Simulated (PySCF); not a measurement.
Si(H)(F)(Br)(vinyl) (C₂H₄BrFSi), SMILES C=C[SiH](F)Br.

The structure is a stationary point at B3LYP-D3(BJ)/def2-SVP. The structure was generated by enumeration, and PubChem lists no compound with its InChIKey, so it may never have been made. Other conformers were not sampled.

All values below come from ωB97X/def2-TZVP (PySCF).

| Item | Value |
|---|---|
| total energy | -3042.27135 hartree |
| highest occupied level | -10.72 eV |
| lowest empty level | 1.03 eV |
| orbital gap | 11.75 eV |
| dipole moment | 2.22 D |
| quadrupole, principal values (traceless, Buckingham form, about the centre of nuclear charge) | -4.46, -1.22, 5.68 D·Å |
| mean static polarisability | 66.1 bohr³ (9.80 Å³) |
| polarisability, principal values | 54.4, 57.3, 86.8 bohr³ |
